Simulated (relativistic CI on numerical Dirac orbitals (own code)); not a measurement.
**Hyperfine structure of Sr²⁹⁺, mass number 87**

Calculated at this level of theory: Dirac-Coulomb-Breit CI, separate exchange-only KLI orbitals for each configuration, model QED (radiative potential, 1s self-energy scaled to tabulated hydrogen-like ionisation energies), unscaled Slater integrals (own radial code, finite nucleus).

Configurations in the expansion (outside the closed core 1s2): 2s2.2p5, 2s.2p6, 2p6.3s, 2p6.3p, 2p6.3d, 2s2.2p4.3s, 2s2.2p4.3p, 2s2.2p4.3d, 2s.2p5.3s, 2s.2p5.3p, 2s.2p5.3d, 2s2.2p4.4s, 2s2.2p4.4p, 2s2.2p4.4d, 2s2.2p4.4f, 2s.2p5.4s. Levels of other configurations are missing.

Nuclear spin I = 9/2, μ = -1.09316 μN, Q = 0.305 b (tables of Stone and Pyykkö). The electronic factors are computed for point nuclear moments, without core polarisation or the Bohr-Weisskopf and QED corrections.

| Level | E (eV) | A (GHz) | B (GHz) |
| --- | --- | --- | --- |
| 2s2.2p5 2P°_3/2 | 0.00 | -22.65 | -52.2 |
| 2s2.2p5 2P°_1/2 | 70.42 | -126.5 |  |
| 2s.2p6 2S_1/2 | 265.15 | -408.3 |  |
| 2s2.2p4.3s 4P_5/2 | 1951.12 | -39.02 | 19.9 |
| 2s2.2p4.3s 2P_3/2 | 1956.41 | -4.942 | 7.45 |
| 2s2.2p4.3s 2S_1/2 | 1974.70 | -104.9 |  |
| 2s2.2p4.3s 4P_3/2 | 2018.93 | -30.94 | -27.9 |
| 2s2.2p4.3p 2P°_1/2 | 2019.92 | -35.12 |  |

Levels with J = 0, under 50 % of one LS term, or S terms without an open s electron are left out. Small factors come from cancelling terms and can be off by tens of per cent or more.

At this charge energies of transitions that change n are usually good to better than 1 %, and those within a shell (Δn = 0) to a few per cent.

(1) Give the hyperfine levels of 2s2.2p5 2P°_1/2 relative to its centre of gravity.

## Answers

(1) With K = F(F + 1) − I(I + 1) − J(J + 1), E = AK/2: F = 4: 347.9, F = 5: -284.6 GHz.

LS names give the leading component of a level, which can be under half, so a name can repeat, a term be missing and a line seem to break the LS rules.
